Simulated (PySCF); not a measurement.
## How methods differ on the excitation energy of Co²⁺

Co²⁺ [Ar] 3d7 (4F) → Co²⁺ [Ar] 3d6 4s1 (6D), as a difference of total energies. All numbers are calculated (PySCF 2.14, the non-relativistic Hamiltonian (point nucleus), in aug-cc-pVDZ). Correlated levels: valence: [Ar] frozen. The calculations carry no spin-orbit coupling.

| method | excitation energy (eV) |
| --- | --- |
| UHF | 5.101 |
| LDA | 6.251 |
| PBE | 6.292 |
| PBE0 | 6.230 |
| r2SCAN | 6.208 |
| B3LYP | 6.314 |
| B2PLYP | 6.283 |
| PBEsol | 6.263 |
| MN15 | 6.432 |
| MP2 (valence) | 6.264 |
| SCS-MP2 (valence) | 6.494 |

**Question.** How much does correlation contribute at MP2 (valence)?

**Answer.** 6.264 − (5.101) = 1.163 eV, measured against UHF.

A first-order spin-orbit estimate (lowest level to lowest level, LS coupling) adds 0.027 eV.
